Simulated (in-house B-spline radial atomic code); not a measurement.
Orbital energies and mean radii along the 48-electron series, configuration [Kr] 4d10 5s2. The effective charge is n√(-2ε), a non-relativistic measure. Computed with a B-spline radial code for spherical atoms: Dirac-Hartree-Fock, average of the configuration, finite nuclei.

```
  ion   Z  energy of 4p3/2 (Eh)  mean radius of 4p3/2 (bohr)  energy of 4d5/2 (Eh)  mean radius of 4d5/2 (bohr)  energy of 4s1/2 (Eh)  mean radius of 4s1/2 (bohr)  energy of 4d3/2 (Eh)  mean radius of 4d3/2 (bohr)  effective charge of 4p3/2
   Cd  48                -3.046                      0.97673              -0.70889                       1.2742               -4.7469                      0.88523              -0.73824                       1.2541                     9.8728
  In+  49               -3.7686                      0.93647               -1.2686                       1.1716                -5.581                      0.85262               -1.3037                       1.1552                     10.982
 Sn2+  50                     ?                            ?                     ?                            ?                     ?                            ?                     ?                            ?                          ?
 Sb3+  51               -5.5134                      0.86335               -2.6773                       1.0201               -7.5673                      0.79283               -2.7268                       1.0074                     13.283
 Te4+  52               -6.5126                      0.83047               -3.5052                      0.96147               -8.6964                      0.76552               -3.5633                      0.94988                     14.436
  I5+  53               -7.5893                      0.79987               -4.4089                      0.91056                -9.909                      0.73983               -4.4765                      0.89977                     15.584
 Xe6+  54               -8.7406                      0.77138               -5.3858                      0.86573               -11.202                      0.71565                -5.464                      0.85556                     16.724
 Cs7+  55               -9.9645                      0.74481                -6.434                      0.82581               -12.574                      0.69286               -6.5238                      0.81613                     17.857
 Ba8+  56                     ?                            ?                     ?                            ?                     ?                            ?                     ?                            ?                          ?
 La9+  57               -12.625                      0.69678               -8.7386                      0.75744                -15.55                       0.6511               -8.8551                      0.74847                       20.1
Ce10+  58               -14.059                      0.67502               -9.9931                      0.72783               -17.152                      0.63193               -10.125                      0.71912                     21.211
Pr11+  59                     ?                            ?                     ?                            ?                     ?                            ?                     ?                            ?                          ?
Nd12+  60               -17.133                      0.63535               -12.703                       0.6757               -20.584                      0.59658               -12.869                      0.66739                     23.415
Pm13+  61               -18.772                      0.61722               -14.157                      0.65259               -22.414                      0.58025               -14.343                      0.64443                     24.509
```

Question: Fill in the row of Sn2+.

Answer: energy of 4p3/2 (Eh): -4.5962; mean radius of 4p3/2 (bohr): 0.89866; energy of 4d5/2 (Eh): -1.9295; mean radius of 4d5/2 (bohr): 1.0889; energy of 4s1/2 (Eh): -6.5263; mean radius of 4s1/2 (bohr): 0.82184; energy of 4d3/2 (Eh): -1.9714; mean radius of 4d3/2 (bohr): 1.0747; effective charge of 4p3/2: 12.128.

Question: Fill in the row of Ba8+.

Answer: energy of 4p3/2 (Eh): -11.26; mean radius of 4p3/2 (bohr): 0.72; energy of 4d5/2 (Eh): -7.5519; mean radius of 4d5/2 (bohr): 0.78994; energy of 4s1/2 (Eh): -14.024; mean radius of 4s1/2 (bohr): 0.67138; energy of 4d3/2 (Eh): -7.6545; mean radius of 4d3/2 (bohr): 0.78064; effective charge of 4p3/2: 18.982.

Question: Fill in the row of Pr11+.

Answer: energy of 4p3/2 (Eh): -15.562; mean radius of 4p3/2 (bohr): 0.65458; energy of 4d5/2 (Eh): -11.315; mean radius of 4d5/2 (bohr): 0.70069; energy of 4s1/2 (Eh): -18.831; mean radius of 4s1/2 (bohr): 0.61378; energy of 4d3/2 (Eh): -11.463; mean radius of 4d3/2 (bohr): 0.6922; effective charge of 4p3/2: 22.316.

Question: How does the screening of 4p3/2 change?

Answer: Z less the effective charge goes from 38.13 at Z = 48 to 36.49 at Z = 61.
